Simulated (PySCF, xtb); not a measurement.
SiOBr, SMILES O=[Si]Br, multiplicity 2.

Harmonic wavenumbers (cm⁻¹) from GFN2-xTB (xtb) at its own minimum, in rising order: 194, 362, 1381.

Question: What does TPSSh-D3(BJ)/def2-TZVP run with PySCF 2.14.0 give at its own minimum? (Estimate from the structure and the level; the computed values follow.)

Answer: 199, 395, 1169. Paired by order, the mean absolute difference is 84 cm⁻¹ and the zero-point energies are 2.8 and 2.5 kcal/mol.
